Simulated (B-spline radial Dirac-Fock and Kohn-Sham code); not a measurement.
## Isotope-shift constants of the inner levels of V⁵⁺

System: vanadium as V⁵⁺, configuration [Ne] 3s2 3p6.

These are calculated numbers from a radial finite-basis atomic code; the model is first-order field-shift and mass-shift constants from Dirac-Fock ground and hole states with a Fermi nucleus; the mass shift has no relativistic recoil terms. A binding energy shifts by δE = F·δ⟨r²⟩ + (K_N + K_S)·δ(1/M); F is taken for a change of radius at fixed skin thickness and so holds the higher radial moments.

| level | F (meV/fm²) | K_N (meV u) | K_S (meV u) |
| --- | --- | --- | --- |
| K (1s) | -1.975 | -3057 | 1153 |
| L1 (2s) | -0.1748 | -401.5 | -45.50 |
| L2 (2p1/2) | 0.02163 | -342.1 | 271.7 |
| L3 (2p3/2) | 0.02198 | -338.2 | 261.3 |
| M1 (3s) | -0.02619 | -88.74 | 0.8509 |
| M2 (3p1/2) | 0.003674 | -70.21 | 45.06 |
| M3 (3p3/2) | 0.003731 | -69.67 | 43.20 |
